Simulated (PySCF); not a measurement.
A GIAO shielding run with PySCF (density fitting, non-relativistic, gas phase) on SMILES S=C1[C@](C)(C(=O)O)CC1, C6H8O2S:

```
$ OMP_NUM_THREADS=1 python probes_run.py task.json out

{"job": {"kind": "nmr", "xc": "PBE0", "basis": "pcSseg-1"}, "charge": 0, "multiplicity": 1}
C     -1.099917    -0.941526    -0.966984
C     -0.206412    -0.136278    -0.035008
C     -1.010504     0.689409     0.953073
O     -0.695899     0.872776     2.098489
O     -2.092980     1.232539     0.399212
C      0.990514    -0.854910     0.626417
C      1.951694     0.172302     0.002562
C      0.794955     0.774959    -0.726352
S      0.635141     1.895881    -1.864432
H     -1.757945    -0.273875    -1.516510
H     -1.701145    -1.645341    -0.395549
H     -0.488231    -1.492493    -1.677694
H     -2.555934     1.796046     1.039523
H      0.956051    -0.846525     1.712862
H      1.129180    -1.869763     0.263937
H      2.406090     0.857046     0.718914
H      2.738345    -0.218217    -0.642370
```

Hardware: 1 thread of an Arm Neoverse V1, shared host. The job also computes population analyses, field gradients, ring-centre shieldings.

Problem. How large is the calculation?

Solution. 76 electrons, 200 basis functions and 1057 auxiliary functions.

Problem. How long does it take, and how much memory does it need?

Solution. 56 s of wall time, with 15 SCF cycles and 5 response iterations; peak memory 0.88 GiB. Times on a shared host scatter by some tens of per cent.
